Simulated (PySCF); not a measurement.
Simulation results for CH$_{6}$BNO, BFH$_{2}$NSi, BFH$_{3}$Si, AlBFH$_{2}$O

All values are calculated (PySCF 2.14.0). Calculation on a computer-drawn molecule: optimised geometry and harmonic frequencies of an isolated molecule of the commonest isotopes, restricted reference for singlets and unrestricted otherwise, frozen core in MP2.

Common to all runs: multiplicity 1; method HF.

(1) CH$_{6}$BNO

Start structure:
```xyz
10
CH6BNO
C      1.6419     1.9377     0.4402
B      2.4262     2.0844     1.8458
N      3.1818     0.9997     2.3525
O      2.4885     3.2941     2.4762
H      1.8550     0.9336     0.0422
H      0.6255     2.0660     0.6190
H      1.9579     2.6070    -0.3122
H      3.2831     0.1230     1.9138
H      3.7168     1.1592     3.2331
H      2.0213     3.9961     2.0996
```

- charge: 0
- basis: cc-pVDZ
- rotational constants: 9.273, 7.989, 4.408 GHz
- total energy: -195.4848 hartree
- convergence status largest gradient component: 2.112e-05 hartree/bohr

Drawn bonds:
| atom | other atom | order |
| --- | --- | --- |
| 1 | 2 | 1 |
| 2 | 3 | 1 |
| 2 | 4 | 1 |
| 1 | 5 | 1 |
| 1 | 6 | 1 |
| 1 | 7 | 1 |
| 3 | 8 | 1 |
| 3 | 9 | 1 |
| 4 | 10 | 1 |

Optimised structure:
```xyz
10
CH6BNO
C      1.6677     1.9145     0.4514
B      2.4766     2.0860     1.8103
N      3.2209     1.0354     2.3695
O      2.4782     3.2786     2.4950
H      1.7551     0.9153     0.0182
H      0.6013     2.1149     0.6071
H      2.0157     2.6322    -0.3004
H      3.2884     0.1312     1.9570
H      3.7294     1.1411     3.2224
H      1.9646     3.9516     2.0796
```

Modes:
| frequency (cm⁻¹) | reduced mass (dalton) |
| --- | --- |
| 87.73 | 1.052 |
| 351.3 | 2.266 |
| 371.9 | 1.239 |
| 430.2 | 2.731 |
| 478 | 1.283 |
| 506.1 | 1.394 |
| 635.8 | 1.228 |
| 790.7 | 3.598 |
| 917.1 | 1.309 |
| 979.3 | 1.822 |
| 981.7 | 1.729 |
| 1098 | 1.3 |
| 1365 | 2.033 |
| 1458 | 2.925 |
| 1483 | 1.911 |
| 1568 | 1.048 |
| 1574 | 1.107 |
| 1743 | 1.28 |
| 3157 | 1.041 |
| 3213 | 1.098 |
| 3243 | 1.1 |
| 3828 | 1.051 |
| 3941 | 1.098 |
| 4196 | 1.067 |

(2) BFH$_{2}$NSi

Start structure:
```xyz
6
BFH2NSi
N      0.6205    -1.1895     1.0294
B      0.1327    -0.0988     1.4916
Si    -0.6258     1.5276     2.2959
F     -2.0063     1.9089     1.6712
H      0.9864    -1.9808     0.6137
H     -0.2826     2.5339     3.1848
```

- charge: 1
- basis: cc-pV(D+d)Z
- rotational constants: 25.77, 2.825, 2.546 GHz
- total energy: -468.4245 hartree
- convergence status largest gradient component: 1.273e-05 hartree/bohr

Drawn bonds:
| atom | other atom | order |
| --- | --- | --- |
| 1 | 2 | 2 |
| 2 | 3 | 1 |
| 3 | 4 | 1 |
| 1 | 5 | 1 |
| 3 | 6 | 1 |

Optimised structure:
```xyz
6
BFH2NSi
N      0.6151    -1.1225     1.0453
B      0.0921    -0.1160     1.4711
Si    -0.6901     1.5197     2.2046
F     -2.0858     1.9512     1.6693
H      1.0348    -1.9502     0.6887
H     -0.1412     2.4191     3.2077
```

Modes:
| frequency (cm⁻¹) | reduced mass (dalton) |
| --- | --- |
| 139.4 | 5.908 |
| 201.2 | 3.476 |
| 366 | 8.015 |
| 575.5 | 7.707 |
| 625.4 | 1.409 |
| 709.3 | 1.238 |
| 764.7 | 1.245 |
| 873.6 | 1.136 |
| 1040 | 16.23 |
| 2164 | 7.269 |
| 2480 | 1.046 |
| 3979 | 1.112 |

(3) BFH$_{3}$Si

Start structure:
```xyz
6
BFH3Si
F      1.1114    -2.4272     1.4658
B      0.1460    -1.7309     1.3146
Si    -1.5611    -0.5212     1.2202
H     -1.7847     0.0557     2.5239
H     -2.6384    -1.3973     0.7803
H     -1.1396     0.5117     0.2359
```

- charge: 1
- basis: cc-pV(D+d)Z
- rotational constants: 80.86, 3.53, 3.53 GHz
- total energy: -414.5478 hartree
- convergence status largest gradient component: 2.207e-05 hartree/bohr

Drawn bonds:
| atom | other atom | order |
| --- | --- | --- |
| 1 | 2 | 1 |
| 2 | 3 | 1 |
| 3 | 4 | 1 |
| 3 | 5 | 1 |
| 3 | 6 | 1 |

Optimised structure:
```xyz
6
BFH3Si
F      1.0931    -2.4259     1.4564
B      0.1060    -1.7072     1.3614
Si    -1.5944    -0.4692     1.1973
H     -1.7239     0.0197     2.5729
H     -2.6055    -1.4322     0.7521
H     -1.1418     0.5055     0.2007
```

Modes:
| frequency (cm⁻¹) | reduced mass (dalton) |
| --- | --- |
| 277.5 | 3.297 |
| 277.5 | 3.298 |
| 396 | 11.96 |
| 653 | 1.386 |
| 653.1 | 1.386 |
| 936.1 | 1.094 |
| 994.4 | 1.04 |
| 994.5 | 1.04 |
| 1707 | 12.75 |
| 2385 | 1.011 |
| 2418 | 1.056 |
| 2418 | 1.056 |

(4) AlBFH$_{2}$O

Start structure:
```xyz
6
AlBFH2O
B     -1.3527    -1.1892    -2.6019
O     -0.9610    -0.4514    -1.8394
Al    -0.2079     0.6043    -0.5496
F      1.3276     0.0248    -0.3615
H     -1.7942    -1.8455    -3.5667
H     -1.1254     1.6626    -0.0575
```

* charge: 1
* basis: cc-pV(D+d)Z
* rotational constants: 17.72, 3.606, 2.997 GHz
* total energy: -441.9829 hartree
* convergence status largest gradient component: 2.533e-05 hartree/bohr

Drawn bonds:
| atom | other atom | order |
| --- | --- | --- |
| 1 | 2 | 1 |
| 2 | 3 | 1 |
| 3 | 4 | 1 |
| 1 | 5 | 1 |
| 3 | 6 | 1 |

Optimised structure:
```xyz
6
AlBFH2O
B     -1.3758    -1.1926    -2.7098
O     -1.0035    -0.4213    -1.8450
Al    -0.2104     0.6072    -0.5515
F      1.2889     0.0117    -0.3746
H     -1.7425    -1.9294    -3.5410
H     -1.0702     1.7299     0.0453
```

Modes:
| frequency (cm⁻¹) | reduced mass (dalton) |
| --- | --- |
| 100.5 | 4.143 |
| 167.8 | 3.275 |
| 275.2 | 9.227 |
| 488.1 | 1.324 |
| 514.9 | 9.531 |
| 626.7 | 1.103 |
| 845 | 1.388 |
| 850.5 | 1.391 |
| 918.1 | 16.11 |
| 1832 | 5.22 |
| 2188 | 1.047 |
| 3017 | 1.185 |
